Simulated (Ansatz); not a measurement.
Ansatz (an electronic-structure program) input:

Ansatz 0.2 input:
```yaml
crystal:
  periodic: [false, false, false]
  atoms:
    - {symbol: C, position_ang: [-0.98503697, -1.11307039, -0.39451663]}
    - {symbol: C, position_ang: [0.21012294, -0.30689869, -0.04069099]}
    - {symbol: C, position_ang: [1.54513429, -0.95689555, -0.00108291]}
    - {symbol: C, position_ang: [0.07677189, 1.08365598, 0.25939625]}
    - {symbol: O, position_ang: [-0.99025190, 1.69933879, 0.24979525]}
    - {symbol: H, position_ang: [-1.10826021, -1.94818311, 0.30391195]}
    - {symbol: H, position_ang: [-1.88390697, -0.50064779, -0.38109857]}
    - {symbol: H, position_ang: [-0.86911854, -1.56011752, -1.38805148]}
    - {symbol: H, position_ang: [1.79495792, -1.39671323, -0.97327723]}
    - {symbol: H, position_ang: [2.33358310, -0.25461153, 0.27143080]}
    - {symbol: H, position_ang: [1.55601556, -1.78445539, 0.71727601]}
    - {symbol: H, position_ang: [1.01679149, 1.60927009, 0.51281225]}
basis:
  gaussian:
    orbitals: aug-cc-pVDZ
magnetization: {spin_polarized: true, initial_magnetization: 1}
correlation: {method: ccsd_t, electrons: outside_noble_gas}
output: {forces: true}
```

Q: Which total energy does the run end on?

A: -231.23128 Eh (CCSD(T)/aug-cc-pVDZ). The basis has 178 functions.

It need not be the lowest isomer of its formula.

The determinant is spin-contaminated: <S^2> is 0.89 against 0.75 for a pure state.
